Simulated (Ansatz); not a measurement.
Geometry optimisation, RKS B3LYP/def2-SVP (Ansatz 0.2.0).

Input:

```yaml
crystal:
  periodic: [false, false, false]
  atoms:
    - { symbol: S, position_ang: [-0.86277, 1.69308, -1.73088] }
    - { symbol: Ga, position_ang: [0.43204, 0.95306, -0.05935] }
    - { symbol: B, position_ang: [1.79981, 2.18236, 0.9689] }
    - { symbol: Se, position_ang: [2.36249, 3.63089, -0.04231] }
    - { symbol: H, position_ang: [-0.38046, 2.92666, -1.64073] }
    - { symbol: H, position_ang: [0.14103, -0.61513, 0.19916] }
    - { symbol: H, position_ang: [2.18845, 2.01575, 2.05955] }
    - { symbol: H, position_ang: [3.27953, 4.31058, 0.87423] }
basis:
  gaussian: { orbitals: def2-SVP }
hamiltonian:
  xc: b3lyp
relax:
  f_tol: 0.015
  max_steps: 40
```

Launched with:

```bash
$ ansatz run input.yaml --threads 2 --pin off --max-ram 3072MiB --backend cpu --events-out ev --progress --plain --runs-dir out
```

Q: Where does it end, and by what steps?

A: It converged. After 18 steps the energy has fallen by 0.133 eV; H7 moved furthest, 0.98 Å.

```
step  energy less start (eV)  largest force component (eV/Å)  accepted
   0                  0.0000                           0.870       yes
   1                 -0.0400                           0.446       yes
   2                 -0.0918                           0.324       yes
   3                 -0.0975                           0.159       yes
   4                 -0.1060                           0.077       yes
   5                 -0.1099                           0.335       yes
   6                 -0.1227                           0.058       yes
   7                 -0.1217                           0.095        no
   8                 -0.1264                           0.029       yes
   9                 -0.1290                           0.066       yes
  10                 -0.1288                           0.158        no
  11                 -0.1304                           0.039       yes
  12                 -0.1312                           0.062       yes
  13                 -0.1318                           0.084       yes
  14                 -0.1322                           0.076       yes
  15                 -0.1326                           0.049       yes
  16                 -0.1329                           0.039       yes
  17                 -0.1330                           0.023       yes
  18                 -0.1331                           0.013       yes
```

```xyz
8
Properties=species:S:1:pos:R:3
S -1.128 1.564 -1.530
Ga 0.541 0.934 -0.186
B 1.683 2.353 0.833
Se 3.143 3.234 -0.032
H -0.949 2.898 -1.385
H 0.636 -0.634 -0.130
H 1.442 2.648 1.975
H 3.593 4.100 1.083
```

Whether the end is a true minimum wasn't checked by a vibrational analysis.

Run time: 66 s on 2 threads of AMD EPYC 7B13 (Zen 3), on a shared host, peak memory 0.33 GiB.
